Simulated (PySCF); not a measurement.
**Telling isomers of C$_{6}$H$_{12}$O$_{2}$ apart by NMR**

- structure optimised with GFN2-xTB
- σ from GIAO-PBE0/pcSseg-1
- program: PySCF
- isolated molecule, non-relativistic Hamiltonian, averaged over atoms made equivalent by symmetry, fast rotation or ring inversion, one computed conformer

Scale: TMS for ¹H (σ = 31.72 ppm), ¹³C (σ = 186.93 ppm) (reference shieldings calculated alike). Where no couplings were computed, multiplicities follow the n + 1 count of equivalent neighbours, and m marks all less simple cases (inequivalent or close neighbours, rings, F or P nearby). Shifts are as computed. Against solution values, carbons near 30 ppm lie about +3 ppm off and those near 130 ppm about +5 ppm. Of 1211 compounds with measured shifts, 218 miss one by over three times the rms of a fit or turn the order of signals round; such compounds aren't used in these exercises.

(1) Tabulate the signals of `CC(C)[C@H](C)OC=O`, `COC(=O)C(C)(C)C`, `CC(=O)OC(C)(C)C` and their relative energies.

(2) What is the quickest way to tell COC(=O)C(C)(C)C from CC(=O)OC(C)(C)C?

(3) What is the quickest way to tell CC(C)[C@H](C)OC=O from CC(=O)OC(C)(C)C?

(4) What is the quickest way to tell CC(C)[C@H](C)OC=O from COC(=O)C(C)(C)C?

Answers

(1) 
```tsv
SMILES	carbon types	δC	δH	E rel. (kcal/mol)
CC(C)[C@H](C)OC=O	3×CH 3×CH3	165.6, 75.7, 37.1, 22.7, 20.2, 16.0	8.18 (s, 1H), 5.08 (m, 1H), 1.57 (m, 1H), 1.36 (d, 3H), 1.08 (d, 3H), 1.07 (d, 3H)	7.5
COC(=O)C(C)(C)C	2×C 4×CH3	185.9, 53.8, 41.3, 29.0	3.85 (s, 3H), 1.22 (s, 9H)	4.6
CC(=O)OC(C)(C)C	2×C 4×CH3	176.1, 80.6, 28.8, 25.0	2.06 (s, 3H), 1.52 (s, 9H)	0.0
```

Energies are electronic energies at PBE0/pcSseg-1 on these geometries, without zero-point or thermal terms, each for the one conformer computed, which needn't be the lowest.

(2) Both give the same number of carbon signals, with the same numbers of each carbon type, so the positions decide. The first has a quaternary sp3 carbon α to a carbonyl (C) at 41.3 ppm, the second a fully substituted sp3 carbon bonded to O (C) at 80.6 ppm. Their most deshielded carbons lie at 185.9 and 176.1 ppm. In the proton spectra the most deshielded non-exchanging signals are 3.85 (s, 3H) and 2.06 (s, 3H).

(3) Count the carbon signals: 6 against 4. The first has an ester carbonyl carbon (CH) at 165.6 ppm, the second an ester carbonyl carbon (C) at 176.1 ppm. In the proton spectra the most deshielded non-exchanging signals are 8.18 (s, 1H) and 2.06 (s, 3H).

(4) Count the carbon signals: 6 against 4. The first has an ester carbonyl carbon (CH) at 165.6 ppm, the second an ester carbonyl carbon (C) at 185.9 ppm. In the proton spectra the most deshielded non-exchanging signals are 8.18 (s, 1H) and 3.85 (s, 3H).
